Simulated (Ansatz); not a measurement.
Ansatz (a quantum-chemistry and plane-wave program) input:

Ansatz 0.2 input:
```yaml
crystal:
  periodic: [false, false, false]
  atoms:
    - {symbol: Fe, position_ang: [0.00980336, 0.00694752, -0.01182147]}
    - {symbol: F, position_ang: [1.13584223, 0.98225132, -0.96677898]}
    - {symbol: O, position_ang: [-1.13224379, -1.00739972, 0.89949672]}
    - {symbol: H, position_ang: [-1.41951698, -0.96169971, 1.81239520]}
basis:
  gaussian:
    orbitals: def2-SVPD
magnetization: {spin_polarized: true, initial_magnetization: 4}
correlation: {method: ccsd_t, electrons: outside_noble_gas}
output: {forces: true}
```

**Question.** Predict the final energy.

**Answer.** -1437.68456 Eh (CCSD(T)/def2-SVPD). The basis has 88 functions.

The spin state was set by rule; other spins were not relaxed.
